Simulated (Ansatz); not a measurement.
Reactions of C₂H₇ClF₂MoO₃, SMILES `C[O][Mo]([OH])([F])([F])([Cl])[O]C`.

Program: Ansatz. Geometries: PBE0-D4/def2-TZVP. ΔE: electronic, gas phase. CCSD(T)/CBS adds triple-zeta CCSD(T) − MP2 to the extrapolated MP2 energy (def2 sets, frozen cores). This one scheme is used for every species. def2 core potentials past Kr. For Mo outer-core shells are correlated without core-valence functions, which leaves a few kJ/mol of doubt a bond. Each species was taken in one conformer, which may not be the lowest.

(1) Order these by ΔE at CCSD(T)/CBS, lowest first. (An estimate is asked.)
A. `C[O][Mo]([OH])([F])([F])([Cl])[O]C` + H₂O → `C[O][Mo]([OH])([OH])([F])([F])[O]C` + HCl
B. `C[O][Mo]([OH])([F])([F])([Cl])[O]C` + H–F → `C[O][Mo]([OH])([F])([F])([F])[Cl]` + CH₃OH
C. `C[O][Mo]([OH])([F])([F])([Cl])[O]C` + H₂O → `C[O][Mo]([OH])([OH])([F])([Cl])[O]C` + H–F
D. `C[O][Mo]([OH])([F])([F])([Cl])[O]C` + H–F → `C[O][Mo]([OH])([F])([F])([F])[O]C` + HCl

Largest T1 diagnostic: 0.025, for `C[O][Mo]([OH])([F])([F])([F])[Cl]`.

Answers

(1) D (-3.8 kJ/mol), C (+12.1 kJ/mol), B (+27.0 kJ/mol), A (+44.4 kJ/mol).
